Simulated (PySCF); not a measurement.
# Static response to an electric field

Species: C7H4FNO.
Geometry (GFN2-xTB, Å), atoms numbered from 1 in this order:
```xyz
14
C7H4FNO angstrom
C      1.7757   -0.5714    2.8095
C      1.1405   -0.3788    1.8088
C      0.3962   -0.1451    0.6349
C     -0.4448   -1.1178    0.0834
C     -1.1589   -0.8673   -1.0582
N     -1.0877    0.3226   -1.7085
O     -1.7474    0.5265   -2.7498
C     -0.2816    1.2846   -1.1970
C      0.4486    1.0721   -0.0523
F      1.2222    2.0695    0.3977
H      2.3292   -0.7429    3.6838
H     -0.5305   -2.0780    0.5663
H     -1.8173   -1.5943   -1.5074
H     -0.2450    2.2200   -1.7335
```

Level: PBE0/def2-SVPD (PySCF), static field, nuclei fixed, core orbitals frozen in the response. The polarisability tensor in these axes (au):

```
x    89.22   2.68  51.91
y     2.68  84.44 -17.59
z    51.91 -17.59 133.25
```

Question: What are the eigenvalues, a third of the trace, and Δα (Δα² = ½Σ(αi − αj)² over the three pairs)?

Answer: Principal values 50.46, 86.76 and 169.69 au; mean 102.30 au = 15.16 Å³ = 16.87 × 10⁻⁴⁰ C²·m²/J; Δα = 105.85 au (103 % of the mean).

Question: What is the dipole moment, and where does it point?

Answer: (1.07, -1.69, 2.54) D, 3.23 D in size, pointing from the negative to the positive side. Measured along this direction, the outermost atoms are O7 at the negative end and H11 at the positive end.

Question: Find the Langevin capture rate constant for NO+ (29.998 u) meeting this molecule (137.028 u), k = 2.342 × 10⁻⁹ cm³/s × √(α in Å³ / reduced mass in u).

Answer: The reduced mass is 24.61 u, so k = 1.84 × 10⁻⁹ cm³/s. The formula leaves out the permanent dipole, which adds to the capture rate.

Question: What depolarisation ratio follows for Rayleigh scattering of linearly polarised light, taking the static tensor?

Answer: ρ = 3Δα²/(45ᾱ² + 4Δα²) = 33614.8/(470960 + 44819.7) = 0.0652.

Question: How large is μ²/3kT at 350 K beside α?

Answer: In Gaussian units μ²/3kT = 72.06 Å³ against 15.16 Å³, a ratio of 4.75; the Debye molar polarisation (4π/3)N_A(α + μ²/3kT) is 220.0 cm³/mol, leaving out the vibrational part.

Question: Along which axes do the principal values lie, and how far do the nuclei extend along each?

Answer: Largest value along (0.53, -0.16, 0.83), where the nuclei span 7.72 Å; middle along (0.37, 0.93, -0.07), 4.50 Å; least along (0.76, -0.34, -0.55), 0.01 Å. The response follows the extents in order.

Question: Refractivity n − 1 of an ideal gas of it at 400 K and 1 atm, from the electronic α?

Answer: N = p/kT = 1.8347 × 10¹⁹ cm⁻³, so n − 1 = 2π × N × 15.16 × 10⁻²⁴ cm³ = 1748 × 10⁻⁶ at long wavelengths.

Geometry: GFN2-xTB; no solvent, vibrations or thermal averaging.

These values come from a run that also computed excited states. Time: 40 s; peak memory 1.1 GiB. Hardware: Arm Neoverse V2, one thread, no GPU (shared host).
